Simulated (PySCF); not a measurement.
**Nuclear quadrupole coupling in `CC(=S)[SiH2]n1cccc1`**

Species: C6H9NSSi.
Geometry (GFN2-xTB, Å), atoms numbered from 1 in this order:
```xyz
18
C6H9NSSi angstrom
C     -2.280    0.613    0.600
C     -2.159   -0.594   -0.258
S     -3.200   -1.837   -0.110
Si    -0.797   -0.662   -1.584
N      0.680   -0.174   -0.791
C      1.698    0.559   -1.345
C      2.716    0.673   -0.452
C      2.322   -0.029    0.714
C      1.082   -0.533    0.473
H     -2.494    1.480   -0.027
H     -3.070    0.500    1.340
H     -1.331    0.810    1.101
H     -1.079    0.348   -2.605
H     -0.680   -2.019   -2.107
H      1.603    0.944   -2.341
H      3.641    1.196   -0.594
H      2.894   -0.139    1.614
H      0.445   -1.130    1.097
```

Field gradients from the PBE0/pcSseg-1 density (PySCF, non-relativistic), principal values in atomic units, ordered |Vxx| ≤ |Vyy| ≤ |Vzz|:

```json
{"atom": "S3", "Vxx": "0.9519", "Vyy": "2.1802", "Vzz": "-3.1321"}
{"atom": "N5", "Vxx": "0.0553", "Vyy": "0.3647", "Vzz": "-0.4201"}
```

Q: Find the asymmetry η = (Vxx − Vyy)/Vzz and the couplings χ = eQV/h (234.96 MHz × Q in barn × V in au), with Q(33S) = −0.0678 b, Q(14N) = 0.02044 b.

A: 
| atom | environment | nucleus | η | χzz (MHz) | χxx (MHz) | χyy (MHz) |
| --- | --- | --- | --- | --- | --- | --- |
| S3 | thiocarbonyl sulfur | 33S | 0.39 | 49.90 | -15.16 | -34.73 |
| N5 | pyrrole-type nitrogen | 14N | 0.74 | -2.017 | 0.266 | 1.752 |

Q: What is Vzz at S3 in SI units (1 au = 9.71736 × 10²¹ V/m²)?

A: -3.1321 au = -30.436 × 10²¹ V/m².

Q: And the gradient at the other heavy atoms, for which no coupling is worked out here?

A: 
| atom | environment | Vzz (au) | η |
| --- | --- | --- | --- |
| C1 | methyl carbon | 0.093 | 0.89 |
| C2 | thiocarbonyl carbon | 0.576 | 0.26 |
| Si4 | SiH2 silicon | 0.438 | 0.77 |
| C6 | aromatic CH next to a ring nitrogen | -0.238 | 0.44 |
| C7 | aromatic CH carbon | 0.189 | 0.19 |
| C8 | aromatic CH carbon | 0.198 | 0.17 |
| C9 | aromatic CH next to a ring nitrogen | -0.233 | 0.52 |

Were the hydrogens deuterons (Q(2H) = 0.00286 b), χzz would run from 107 kHz (H13) to 234 kHz (H16 and H17).

One conformer (not necessarily the lowest) at the GFN2-xTB geometry, without solvent, vibrations or thermal averaging. GFN2-xTB bond lengths can be off by several hundredths of an ångström, more for odd bonds, and the gradients follow them. The basis is small and wasn't made for field gradients, so the couplings can be 20 % off.

These values come from a run that also computed NMR shieldings. On one thread of an Arm Neoverse V1, shared host with 32 logical CPUs at a one-minute load of 28, this took 62 s (with the writing of density and orbital grids) and 0.93 GiB of memory at its peak.
